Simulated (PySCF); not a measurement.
# Cost of excited-state runs on SMILES CO[C@H]1CCCC=C1Cl, C7H11ClO

Atom-mapped SMILES (the numbers label the heavy atoms): `[CH3:1][O:2][C@H:3]1[CH2:4][CH2:5][CH2:6][CH:7]=[C:8]1[Cl:9]`. Hydrogens are named by the atom that carries them. Ha(C4), Ha(C5), Ha(C6) are cis to O2 on the ring; Hb(C4), Hb(C5), Hb(C6) are trans to O2 on the ring.

PySCF with density fitting, on 1 thread of an Arm Neoverse V1, shared host. Command: `OMP_NUM_THREADS=1 python excited_run.py task.json out`

Q: How long does each of these runs take, and how much memory?
- magnetisability and related constants, B3LYP/pcSseg-1; usual settings
- magnetisability and related constants, LDA/STO-3G; grid level 1; fitting basis def2-qzvpp-jkfit

A: 
```tsv
run	level	basis functions	wall time	peak memory (GiB)
magnetisability and related constants	B3LYP/pcSseg-1	215	58 s	1.1
magnetisability and related constants	LDA/STO-3G	60	9.4 s	0.52
```
Times from a shared host are rough.
